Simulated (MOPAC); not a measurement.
Input for MOPAC: PM7 on FHTe (SMILES F[TeH]), a point of a bond scan (R = 6.169 Å).

```
PM7 1SCF PRECISE CHARGE=0 THREADS=1
FHTe

Te     0.18518663 1    -0.06058026 1     0.20051425 1
H      1.31186066 1    -0.30942416 1    -1.00396715 1
F     -4.29774499 1     1.36335577 1    -3.79145097 1
```

Output:

```
*******************************************************************************
 **                                                                           **
 **                              MOPAC v23.2.5                                **
 **                                                                           **
 *******************************************************************************
 ** MOPAC's Digital Object Identifier: https://doi.org/10.5281/zenodo.6511958 **
 **                                                                           **
 ** Please cite the open-source release paper for use of this MOPAC version:  **
 ** J. E. Moussa and J. J. P. Stewart (2026)                                  **
 ** MOPAC: An open-source semiempirical molecular orbital program             **
 ** J. Open Source Softw., 11(119), 8025, https://doi.org/10.21105/joss.08025 **
 *******************************************************************************

                              PM7 CALCULATION RESULTS

 *******************************************************************************
 *  PM7        - The PM7 Hamiltonian to be used
 *
 *
 *
 *                 CHARGE ON SYSTEM = 0
 *
 *
 *
 *  PRECISE    - TIGHTER CRITERIA TO BE USED
 *  1SCF       - DO 1 SCF AND THEN STOP
 *  THREADS=1  - MULTI-THREADING NOT USED
 *  T=         - A TIME OF 172800.0 SECONDS REQUESTED
 *  DUMP=N     - RESTART FILE WRITTEN EVERY 7200.0 SECONDS REQUESTED
 *******************************************************************************
PM7 1SCF PRECISE CHARGE=0 THREADS=1
 FHTe

   ATOM   CHEMICAL          X               Y               Z
  NUMBER   SYMBOL      (ANGSTROMS)     (ANGSTROMS)     (ANGSTROMS)

     1      Te          0.18518663  *  -0.06058026  *   0.20051425  *
     2       H          1.31186066  *  -0.30942416  *  -1.00396715  *
     3       F         -4.29774499  *   1.36335577  *  -3.79145097  *



          CARTESIAN COORDINATES

    NO.       ATOM           X           Y           Z

     1        Te          0.1852     -0.0606      0.2005
     2         H          1.3119     -0.3094     -1.0040
     3         F         -4.2977      1.3634     -3.7915

 General Reference for PM7:
 "Optimization of Parameters for Semiempirical Methods VI: More Modifications to the
 NDDO Approximations and Re-optimization of Parameters", J. J. P. Stewart, J. Mol. Mod., 1:32, 19 (2013)
 https://link.springer.com/article/10.1007/s00894-012-1667-x

           Empirical Formula: H Te F  =     3 atoms



      MOLECULAR POINT GROUP   :   Cs


      RHF CALCULATION, NO. OF DOUBLY OCCUPIED LEVELS = 7



 ALL CONVERGERS ARE NOW FORCED ON
 SHIFT=10, PULAY ON, CAMP-KING ON
 AND ITERATION COUNTER RESET



 -------------------------------------------------------------------------------
 PM7 1SCF PRECISE CHARGE=0 THREADS=1
 FHTe



     1SCF WAS SPECIFIED, SO BFGS WAS NOT USED
     SCF FIELD WAS ACHIEVED


                              PM7 CALCULATION
                                                       MOPAC v23.2.5 Linux




          FINAL HEAT OF FORMATION =        116.86825 KCAL/MOL =     488.97674 KJ/MOL


          COSMO AREA              =        112.44 SQUARE ANGSTROMS
          COSMO VOLUME            =         82.42 CUBIC ANGSTROMS

          IONIZATION POTENTIAL    =          7.495640 EV
          HOMO LUMO ENERGIES (EV) =         -7.496 -5.161
          NO. OF FILLED LEVELS    =          7
          MOLECULAR WEIGHT        =        147.6063         POINT GROUP:  Cs

          MOLECULAR DIMENSIONS (Angstroms)

            Atom       Atom       Distance
            F     3    H     2     6.48351
           Te     1    F     3     1.58445
            F     3    H     2     0.00000


          SCF CALCULATIONS        =          1





   ATOM   CHEMICAL          X               Y               Z
  NUMBER   SYMBOL      (ANGSTROMS)     (ANGSTROMS)     (ANGSTROMS)

     1      Te          0.18518663  *  -0.06058026  *   0.20051425  *
     2       H          1.31186066  *  -0.30942416  *  -1.00396715  *
     3       F         -4.29774499  *   1.36335577  *  -3.79145097  *

                             CARTESIAN COORDINATES

   1   Te        0.185186630    -0.060580260     0.200514250
   2    H        1.311860660    -0.309424160    -1.003967150
   3    F       -4.297744990     1.363355770    -3.791450970


           Empirical Formula: H Te F  =     3 atoms



      MOLECULAR POINT GROUP   :   Cs


                  EIGENVALUES
 -48.01012 -34.26098 -13.76742 -11.38469 -11.38419 -10.20372  -7.49564  -5.16110
   1.54374


              NET ATOMIC CHARGES AND DIPOLE CONTRIBUTIONS

  ATOM NO.   TYPE          CHARGE      No. of ELECS.   s-Pop       p-Pop
    1         Te           0.308924        5.6911     1.92533     3.76574
    2          H           0.161594        0.8384     0.83841
    3          F          -0.470518        7.4705     2.00000     5.47052
 DIPOLE           X         Y         Z       TOTAL
 POINT-CHG.    11.006    -3.411     8.087    14.077
 HYBRID         0.893    -0.196    -0.963     1.328
 SUM           11.899    -3.608     7.124    14.330


          ATOMIC ORBITAL ELECTRON POPULATIONS

     Atom    s        px        py        pz
    1 Te   1.92533   1.00181   1.84791   0.91602
    2  H   0.83841
    3  F   2.00000   1.81761   1.81828   1.83463

 **********************
 *                    *
 * JOB ENDED NORMALLY *
 *                    *
 **********************




 == MOPAC DONE ==
```

The run finished.

Cost: roughly 0.08 core-seconds.
